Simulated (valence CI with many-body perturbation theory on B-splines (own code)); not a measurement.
Pb XXXIV: what each term of the Hamiltonian does

Calculated by relativistic CI+MBPT: three valence electrons over a frozen Dirac-Fock core [Kr] 4d10, a basis of 8 s, 8 p, 9 d, 9 f, 6 g, 3 h, 2 i functions for each j, with the one-electron correlation potential Σ1 (screened to all orders), the two-electron term Σ2, the three-electron term Σ3, Breit, model QED; selected single and double excitations, second order for the rest (own B-spline code, finite nucleus).

The last digits are not significant, and no measured levels were compared; by estimate large intervals hold to a few tenths of a per cent, small ones and those within an open d or f shell to about a per cent. Core correlation moves these levels by up to 7400 cm⁻¹, and in measured spectra 5 to 20 % of such shifts remained as error; rates that hang on mixing are uncertain with them. The list stops below the first excitations out of the core. Only levels of the ground parity were solved; by the run's estimate the other parity begins above the list, which can be wrong where configurations are misplaced.

Each rung adds one term. CI alone is the Dirac-Coulomb CI over the frozen core; QED comes last and gives the full result, which names the levels. Energies are above (4f5/2^3) J=9/2 on the same rung, in cm⁻¹.

Levels are named by their leading jj configuration (3d3/2^4 stands for four electrons in 3d with j = 3/2), which in mixed levels can hold well under half, so a name can repeat and another be missing. Letters in brackets count levels of one name in rising energy.

```csv
Level,CI alone,+ Σ1,+ Σ2,+ Σ3,+ Breit,Full
(4f5/2^3) J=3/2,46763,46895,43379,43791,44928,44935
(4f5/2^2 4f7/2) J=11/2 [a],46022,46765,47848,47945,45578,45784
(4f5/2^3) J=5/2,71766,72083,68438,68638,69438,69486
(4f5/2^2 4f7/2) J=9/2,74511,75267,75197,74884,73027,73216
(4f5/2^2 4f7/2) J=13/2,78443,79501,80406,80518,76506,76786
(4f5/2^2 4f7/2) J=5/2 [a],89868,90679,88263,88385,87437,87634
(4f5/2^2 4f7/2) J=3/2 [a],89338,90189,88170,89246,88359,88567
(4f5/2^2 4f7/2) J=7/2 [a],91778,92638,91612,91299,89556,89767
(4f5/2^2 4f7/2) J=15/2,102602,103784,103926,103994,98930,99229
(4f5/2^2 4f7/2) J=7/2 [b],108810,109776,106863,107077,105842,106073
(4f5/2^2 4f7/2) J=11/2 [b],125019,126187,124006,124546,121267,121543
(4f5/2 4f7/2^2) J=13/2 [a],124031,125371,125714,125700,121395,121742
(4f5/2 4f7/2^2) J=9/2 [a],126951,128314,126707,126772,123615,123951
(4f5/2^2 4f7/2) J=1/2,127062,128028,123879,125049,124115,124328
(4f5/2^2 4f7/2) J=3/2 [b],128341,129354,124697,125382,124399,124627
(4f5/2^2 4f7/2) J=5/2 [b],131860,132745,127902,128522,128085,128271
(4f5/2 4f7/2^2) J=9/2 [b],143287,144756,143261,143175,139639,140012
(4f5/2 4f7/2^2) J=7/2 [a],143582,145186,144982,144676,141304,141716
(4f5/2 4f7/2^2) J=15/2,146677,148213,147291,147505,141860,142253
```

Task: How does the ionisation energy move along the ladder, and which term matters most?

Result: CI alone 1274.3, + Σ1 1278.1, + Σ2 1284.8, + Σ3 1284.8, + Breit 1284.6, + QED 1284.7 eV. The largest step is Σ2, 6.7 eV. NIST lists 1300 ± 60 eV (theoretical).
